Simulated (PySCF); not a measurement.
Isomers of C8H10, from PBE0-D3(BJ)/def2-SVP geometry optimisation, gas phase (PySCF). One conformer each, no zero-point energy, no frequencies.

Question: Which isomer lies lowest at this level?
A. `c1cc(C)c(C)cc1` (o-xylene): A = 3181, B = 2150, C = 1304 MHz, dipole 0.71 D
B. `[CH2:1]=[C:2]1[CH2:3][CH:4]([C:5]#[C:6][CH3:7])[CH2:8]1` with C1–C2–C3–C4 158°, C2–C3–C4–C5 138°, C3–C4–C8–C2 -15°, C1–C2–C8–C4 -158°: A = 8237, B = 844.6, C = 809.9 MHz, dipole 0.66 D
C. `CC1=C[C@H]2C=C[C@@H]1C2`: A = 3831, B = 2043, C = 1872 MHz, dipole 0.39 D
D. `[CH2:1]=[CH:2]/[CH:3]=[CH:4]/[CH:5]=[CH:6]/[CH:7]=[CH2:8]` with C1–C2–C3–C4 180°, C3–C4–C5–C6 180°, C5–C6–C7–C8 180°: A = 19519, B = 569.9, C = 553.7 MHz, dipole 0.00 D

Answer: A. That is o-xylene, `c1(C)ccccc1C`, 46.5 kcal/mol below the next.

| SMILES | mapped SMILES | E (Eh) | relative (kcal/mol) | relative (kJ/mol) | dipole (D) |
| --- | --- | --- | --- | --- | --- |
| Cc1ccccc1C | [CH3:1][c:2]1[cH:3][cH:4][cH:5][cH:6][c:7]1[CH3:8] | -310.30027 | 0.0 | 0.0 | 0.71 |
| CC1=C[C@H]2C=C[C@@H]1C2 | [CH3:1][C:2]1=[CH:3][C@H:4]2[CH:5]=[CH:6][C@@H:7]1[CH2:8]2 | -310.22619 | 46.5 | 194.5 | 0.39 |
| C=C/C=C/C=C/C=C | [CH2:1]=[CH:2]/[CH:3]=[CH:4]/[CH:5]=[CH:6]/[CH:7]=[CH2:8] | -310.20769 | 58.1 | 243.1 | 0.00 |
| C=C1CC(C#CC)C1 | [CH2:1]=[C:2]1[CH2:3][CH:4]([C:5]#[C:6][CH3:7])[CH2:8]1 | -310.17254 | 80.2 | 335.4 | 0.66 |

As drawn, the lowest has an aromatic ring, which the highest lacks; the highest has a four-membered ring, a C≡C bond and a C=C bond outside aromatic rings, which the lowest lacks.
